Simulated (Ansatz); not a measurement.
Gas-phase electronic energies from Ansatz, PBE0-D4/def2-TZVP geometries. CCSD(T)/CBS is the MP2 limit (def2-TZVPP, def2-QZVPP) plus CCSD(T) − MP2 in def2-TZVPP, frozen cores. This one scheme is used for every species. DFT in def2-TZVPP. One conformer a species, not always the lowest.

`C#[C][Al]([OH])[CH2]F` + H₂ → `C#[C][AlH][OH]` + `CF`  (hydrogenolysis of the Al–C bond)

```tsv
level	ΔE (kJ/mol)	difference from CCSD(T)/CBS
r2SCANh-D4	-39.6	2.6
ωB97X-V	-43.5	-1.3
B2PLYP	-45.9	-3.7
BLYP	-42.8	-0.6
PBE0	-45.6	-3.4
r2SCAN0	-44.4	-2.2
MP2/def2-SVP	-51.9	-9.7
HF/def2-TZVPP	-69.5	-27.3
SCS-MP2/def2-TZVPP	-47.7	-5.5
CCSD(T)/def2-TZVPP	-45.0	-2.8
CCSD(T)/CBS	-42.2	0
```

Largest T1 diagnostic among the species: 0.014.

The D4 term adds +6.9 kJ/mol with B3LYP and +4.0 kJ/mol with PBE0; it sums over pairs of atoms, weighted by their polarisabilities, and B3LYP, whose exchange is more repulsive, gets the larger term. At CCSD(T), def2-SVP lies −12.8 kJ/mol from the extrapolated value and def2-TZVPP −2.8 kJ/mol.

CCSD(T)/CBS has its own doubt, a few kJ/mol and more with outer-core shells, so smaller differences from it don't rank the levels.

B3LYP here is the variant with VWN-RPA as its local correlation; programs differ in this.
